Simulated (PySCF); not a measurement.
Run record: geometry optimisation, `CC#CB(N)CC`.

Method: PBE0-D3(BJ)/def2-SVP geometry optimisation, gas phase (PySCF 2.14.0). Start geometry: GFN2-xTB. A driver script takes a list of jobs; this job's settings line and coordinates (Å) are shown.

Input:
```
{"job": {"xc": "PBE0", "basis": "def2-SVP", "d3": "d3bj", "grid": 1, "kind": "geom"}, "charge": 0, "multiplicity": 1}
C      3.249102     0.859493     0.211767
C      1.949261     0.222524     0.183335
C      0.868258    -0.311059     0.160887
B     -0.507292    -0.951898     0.151072
N     -0.681278    -2.184210    -0.462376
C     -1.743198    -0.204202     0.833220
C     -2.001204     1.173558     0.214920
H      3.136605     1.944115     0.211737
H      3.834644     0.563760    -0.659351
H      3.785726     0.562497     1.113418
H     -1.567275    -2.659077    -0.503981
H      0.062140    -2.695193    -0.908265
H     -2.658696    -0.797174     0.759522
H     -1.545824    -0.064022     1.899652
H     -2.234974     1.077677    -0.843979
H     -1.117645     1.800964     0.309890
H     -2.835348     1.674277     0.705181
```

Output:
```
step   0  E = -275.63494781  max force = 0.021390
step   1  E = -275.63697103  max force = 0.001950
step   2  E = -275.63699764  max force = 0.000434
step   3  E = -275.63700246  max force = 0.000619
step   4  E = -275.63700248  max force = 0.000883
step   5  E = -275.63700591  max force = 0.000494
step   6  E = -275.63701005  max force = 0.000205
optimisation converged
```

Energies in Eh; «max force» is the largest Cartesian gradient component in Eh/bohr.

Problem. Give the first gradient maximum in eV/Å.

Solution. With 1 Eh/bohr = 51.422 eV/Å, 1.100 eV/Å.

Summary of the converged run: final energy -275.63701 Eh after 6 steps; dipole 1.38 D.

Problem. Where do the atoms end?

Solution. 0.063 Å rms from the input after alignment:
```
atom  x, y, z in Å
C1     3.0948    0.8240    0.1228
C2     1.7994    0.1687    0.0882
C3     0.7112   -0.3819    0.0615
B4    -0.6885   -1.0246    0.0500
N5    -0.8475   -2.2891   -0.5273
C6    -1.9175   -0.2524    0.6875
C7    -2.1125    1.1566    0.1288
H8     2.9890    1.9204    0.1107
H9     3.7164    0.5337   -0.7390
H10    3.6459    0.5531    1.0377
H11   -1.7408   -2.7610   -0.5691
H12   -0.0810   -2.8112   -0.9302
H13   -2.8469   -0.8397    0.5820
H14   -1.7241   -0.1827    1.7746
H15   -2.3432    1.1357   -0.9486
H16   -1.1983    1.7585    0.2510
H17   -2.9351    1.6915    0.6300
```

Cost: about 80 s of CPU time on one thread; the machine was shared, so the figure is rough.
Labels such as C1 count atoms from 1, the log's own numbers from 0.
